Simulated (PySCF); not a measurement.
## Calculated data, CH4OSi

Calculation on a computer-drawn molecule: optimised geometry and harmonic frequencies of an isolated molecule of the commonest isotopes, restricted reference for singlets and unrestricted otherwise, frozen core in MP2. Program: PySCF 2.14.0.

### CH4OSi

Start structure:
```xyz
7
CH4OSi
C     -0.3958    -0.8229    -1.1598
Si    -1.0028    -0.7832     0.5905
O     -0.5176     0.1238     1.6803
H      0.3777    -0.0739    -1.3297
H      0.0052    -1.8152    -1.3905
H     -1.2292    -0.6459    -1.8471
H     -2.0635    -1.7889     0.8026
```

Here we set charge 0, multiplicity 1, method MP2 and basis cc-pV(D+d)Z.

Drawn bonds:
```tsv
atom	other atom	order
1	2	1
2	3	2
1	4	1
1	5	1
1	6	1
2	7	1
```

Questions
1. Estimate the total energy of CH4OSi.
2. Give the table of modes values for CH4OSi.

Calculated values
1. -404.4302 hartree
2. 
Modes:
```tsv
frequency (cm⁻¹)	reduced mass (dalton)
107.9	1.174
273.7	3.5
502.4	1.173
666.8	1.948
763.6	1.433
764.1	1.818
945	1.183
1182	8.917
1277	1.311
1440	1.047
1447	1.05
2270	1.044
3080	1.037
3175	1.099
3217	1.102
```

Further results for CH4OSi:

```
rotational constants                          : 33.57, 6.47, 5.616 GHz
convergence status largest gradient component : 2.802e-05 hartree/bohr
```

Optimised structure:
```xyz
7
CH4OSi
C     -0.3949    -0.8238    -1.1641
Si    -1.0020    -0.7814     0.5932
O     -0.5148     0.1463     1.7245
H      0.3877    -0.0724    -1.3469
H      0.0036    -1.8283    -1.3932
H     -1.2402    -0.6462    -1.8527
H     -2.0654    -1.8005     0.7855
```
